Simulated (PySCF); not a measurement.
Species: CH₆BN₂O, net charge 0, doublet state. It need not be the lowest isomer of its formula. 
Structure (B3LYP-D3(BJ)/def2-TZVP (Ansatz) minimum search):
```
B
O 1 1.3999
C 2 1.3508 1 123.09
H 3 1.0796 2 114.97 1 -172.78
H 3 1.0839 4 121.20 2 154.47
N 1 1.4140 2 115.64 3 -165.35
H 6 1.0029 1 124.27 2 -174.86
H 6 1.0041 7 114.49 1 -178.05
N 1 1.4167 2 120.71 3 14.37
H 9 1.0038 1 123.11 2 178.47
H 9 1.0045 10 113.82 1 167.33
```
Charge 0, spin multiplicity 2.

Dispersion corrections to the total energy (kcal/mol) from the dftd3 and dftd4 libraries through PySCF: D3(BJ) without and D4 with the three-body term, each with the damping fitted for the functional named.

```json
[
 {"functional": "PBE0", "D3(BJ)": "-3.64", "D4": "-3.49"},
 {"functional": "CAM-B3LYP", "D3(BJ)": "-3.16", "D4": "-3.47"},
 {"functional": "r2SCAN", "D3(BJ)": "-1.21", "D4": "-1.06"},
 {"functional": "B2PLYP", "D3(BJ)": "?", "D4": "-2.92"},
 {"functional": "HF", "D3(BJ)": "-34.39", "D4": "?"},
 {"functional": "B3LYP", "D3(BJ)": "?", "D4": "-6.66"},
 {"functional": "PW6B95", "D3(BJ)": "-1.98", "D4": "-3.62"}
]
```

**Question.** Complete the blanks.

**Answer.** 
- B2PLYP, D3(BJ): -3.24
- HF, D4: -16.00
- B3LYP, D3(BJ): -7.22
